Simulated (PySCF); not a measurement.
**Ionisation energy of Te by level of theory**

Te [Kr] 4d10 5s2 5p4 (3P) → Te+ [Kr] 4d10 5s2 5p3 (4S), as a difference of total energies. All numbers are calculated (PySCF 2.14, scalar relativity through the core potential, in aug-cc-pVTZ-PP with one added diffuse shell each of d, f type with ECP28MDF (6s5p5d3f, 67 functions)). Correlated levels: valence: 4s2 4p6 4d10 frozen. The calculations carry no spin-orbit coupling.

```json
{"method": "UHF", "ionisation energy (eV)": "7.734"}
{"method": "LDA", "ionisation energy (eV)": "8.989"}
{"method": "PBE", "ionisation energy (eV)": "8.721"}
{"method": "PBE0", "ionisation energy (eV)": "8.722"}
{"method": "r2SCAN", "ionisation energy (eV)": "8.736"}
{"method": "r2SCAN0", "ionisation energy (eV)": "8.743"}
{"method": "M06", "ionisation energy (eV)": "8.721"}
{"method": "BLYP", "ionisation energy (eV)": "8.738"}
{"method": "BHandHLYP", "ionisation energy (eV)": "8.739"}
{"method": "MP2 (valence)", "ionisation energy (eV)": "8.358"}
{"method": "SCS-MP2 (valence)", "ionisation energy (eV)": "8.417"}
```

Problem. How much does correlation contribute at MP2 (valence)?

Solution. 8.358 − (7.734) = 0.624 eV, measured against UHF.

Errors of the correlated levels include the incompleteness of this basis and the frozen core.

For comparison: 8.749 eV (measured; NIST levels, between the centres of gravity of the two terms).
